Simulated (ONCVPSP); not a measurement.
# Transferability test, ONCV potential for silicon (Si)

| Quantity | Value |
| --- | --- |
| Element | Si |
| Generator | ONCVPSP 4.0.1 |
| Type | optimised norm-conserving Vanderbilt (ONCV) |
| Functional | BLYP |
| Relativity | scalar-relativistic |
| Frozen core | [Ne] |
| Valence charge | 4 |
| Reference configuration | 3s2 3p1 (charge +1) |
| Partial waves | 3s: rc 1.50 bohr, ncon 4, nbas 7, qcut 3.5 1/bohr, 1 projector; 3p: rc 2.15 bohr, ncon 4, nbas 8, qcut 4.4 1/bohr, 2 projectors, debl 0.4 Ha |
| Local potential | polynomial inside 1.25 bohr (lpopt 5, dvloc0 2 Ha) |
| Core correction | Teter function, fcfact 5, rcfact 1.35 |

In the p channel the program set the typed energies aside and used -0.423, 0.250 Ha.

Energies are relative to the spin-unpolarised reference configuration 3s2 3p1; without spin polarisation the order of configurations can differ from experiment.

```
valence configuration  charge  ΔE all-electron (eV)  error AE − PS (meV)
              3s2 3p0      +2                15.889                 +8.8
              3s1 3p0      +3                49.893                  +84
```

Question: What are ΔE and the potential's error for 3s2 3p2?

Answer: ΔE = -7.589 eV all-electron; the error (AE − PS) is +2.1 meV.

Question: What are ΔE and the potential's error for 3s1 3p2?

Answer: ΔE = 7.455 eV all-electron; the error (AE − PS) is +1.7 meV.

Levels in the configuration 3s2 3p0:

| level | all-electron (eV) | pseudo (eV) |
| --- | --- | --- |
| 3s | -28.480 | -28.446 |
